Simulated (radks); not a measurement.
Task: Coherent X-ray form factor from a spherical all-electron density. Method: Dirac Kohn-Sham, PBE, spin-unpolarised, spherical densities, finite nucleus; Fermi nuclear charge, rms radius of each element as measured or else 0.836 A^(1/3) + 0.57 fm; computed with a radial shooting solver on a logarithmic mesh with Libxc functionals.

sin(theta)/lambda (1/angstrom),f0 (electrons)
0.05,38.886
0.1,36.403
0.15,33.761
0.2,31.348
0.25,29.142
0.3,27.111
0.4,23.626
0.5,20.892
0.6,18.677
0.8,14.985
1,11.891
1.25,9.030
1.5,7.259
2,5.565

The species is in the configuration that NIST lists as its ground one. Which atom or ion scatters so?

Result: Neutral zirconium, [Kr] 4d2 5s2. Extrapolating in s^2 from the first two rows gives f0(0) = 39.7, near the electron count 40; among species with that count, the fall with angle is slower the higher Z, and the table is that of Z = 40; from so few rows the species is fixed only to a neighbour or two.
